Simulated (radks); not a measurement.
Results of a calculation; reference values are marked as such.
Spin polarisation of the 4d4 shell in neutral niobium. Start: [Kr] 4d(up 2, down 2) 5s(up 0.5, down 0.5); electrons of 4d are moved from spin down to spin up, other shells keep equal spins. Code: a radial shooting solver on a logarithmic mesh with Libxc functionals. Model: scalar-relativistic Kohn-Sham, r2SCAN, spin-polarised, spherical densities, finite nucleus; meta-GGA in the generalised Kohn-Sham scheme; Fermi nuclear charge, rms radius of each element as measured or else 0.836 A^(1/3) + 0.57 fm.

moment (Bohr magnetons),E - E(0) (eV),e(4d up) (eV),e(4d down) (eV),5s down minus up (eV),4p down minus up (eV),4s down minus up (eV)
0,0.000,-2.959,-2.959,0.000,0.000,0.000
1,-0.189,-3.306,-2.550,0.349,0.720,0.616
2,-0.758,-3.596,-2.069,0.715,1.434,1.222
3,-1.720,-3.809,-1.479,1.072,2.130,1.807
4,-3.110,-3.929,-0.712,1.480,2.804,2.364

At moment 4 the spin-polarisation energy is -3.110 eV and the 4d exchange splitting 3.217 eV, that is 0.804 eV per Bohr magneton; E = -I m^2/4 would give I = 0.778 eV.
